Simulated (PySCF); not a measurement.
C3H6FNSi, SMILES F[SiH2]N1C=CC1. Geometry: PBE-D3(BJ)/def2-SVP. The structure was generated by enumeration, and PubChem lists no compound with its InChIKey, so it may never have been made. One conformer was computed; it need not be the lowest.

Computed equilibrium geometry at PBE-D3(BJ)/def2-SVP (PySCF confirms it by a frequency run) as Cartesian coordinates in Å (one conformer of several):
```xyz
12

F      2.0011    -0.1165     1.2193
Si     1.3752     0.0408    -0.2937
N     -0.3512     0.0059    -0.3559
C     -1.3591    -0.9891    -0.3151
C     -2.3948    -0.1515    -0.0331
C     -1.4146     1.0084    -0.0239
H      1.8050     1.3829    -0.7953
H      1.8695    -1.1249    -1.0908
H     -1.2075    -2.0659    -0.4889
H     -3.4763    -0.2448     0.1000
H     -1.2486     1.5067     0.9553
H     -1.5354     1.7746    -0.8193
```
